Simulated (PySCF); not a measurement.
Atom-mapped SMILES (the numbers label the heavy atoms): `[CH3:1][O:2][C@@H:3]([F:4])[C@@H:5]([F:6])[O:7][CH3:8]` (H(Xn): hydrogen on atom n).

PySCF calculation with PBE0-D3(BJ)/def2-SVP geometry and NMR shieldings at B97-2/pcSseg-1/GIAO; equivalent nuclei averaged, single conformer, no solvent, non-relativistic Hamiltonian.

δ = σ(ref) − σ, references computed at the same level: ¹³C (183.69 ppm) and ¹H (31.38 ppm) against TMS; ¹⁷O (331.62 ppm) vs H2O; ¹⁹F (178.12 ppm) vs CFCl3.

```tsv
atoms	nucleus	count	δ (ppm)
C3/C5	¹³C	2	109.4
H(C1)/H(C8)	¹H	6	3.52
F4/F6	¹⁹F	2	?
H(C3)/H(C5)	¹H	2	4.59
C1/C8	¹³C	2	?
O2/O7	¹⁷O	2	68.6
```

Estimate the values marked ?.

Answers


- C1/C8: 56.2 ppm, methyl carbon bonded to O; the inductive effect lowers its shielding
- F4/F6: -164.9 ppm, fluorine on an sp3 carbon

Shifts are as computed. Against solution values, carbons near 30 ppm lie about +1 ppm off and those near 130 ppm about +2 ppm. Of 1313 compounds with measured shifts, 239 miss one by over three times the rms of a fit or turn the order of signals round; such compounds aren't used in these exercises. Unscaled 19F shifts against computed CFCl3 carry errors that often reach 10 to 50 ppm. Experimental scales use liquid or dissolved standards, which lie at an offset from isolated H2O (liquid H2O: subtract about 36 ppm).
